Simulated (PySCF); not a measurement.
SbCl₃, SMILES [Cl][Sb]([Cl])[Cl]. Geometry: B3LYP-D3(BJ)/def2-SVP. The isomer is the one that the SMILES or the coordinates give; other isomers of the formula were not compared. The def2 effective core potentials stand for the cores of Sb; spin–orbit coupling is left out.

Method: B3LYP-D3(BJ)/def2-SVP (PySCF 2.14.0).

Harmonic wavenumbers (cm⁻¹): 113, 113, 141, 357, 357, 370. Rotational constants (GHz): 1.645, 1.645, 1.096; symmetry number 3.

Q: Work out the zero-point energy and the ideal-gas rigid-rotor harmonic-oscillator thermochemistry at 298.15 K and 1 atm.

A: ZPE = ½ Σ hcν = ½ × 1450 cm⁻¹ = 8.67 kJ/mol. H − E(el) = 26.80 kJ/mol. Entropy in J/(mol K): translation 176.46, rotation 112.51, vibration 52.65, total 341.62. G − E(el) = -75.05 kJ/mol. Cp = 76.96 J/(mol K). Modes under 150 cm⁻¹ make the vibrational entropy uncertain.
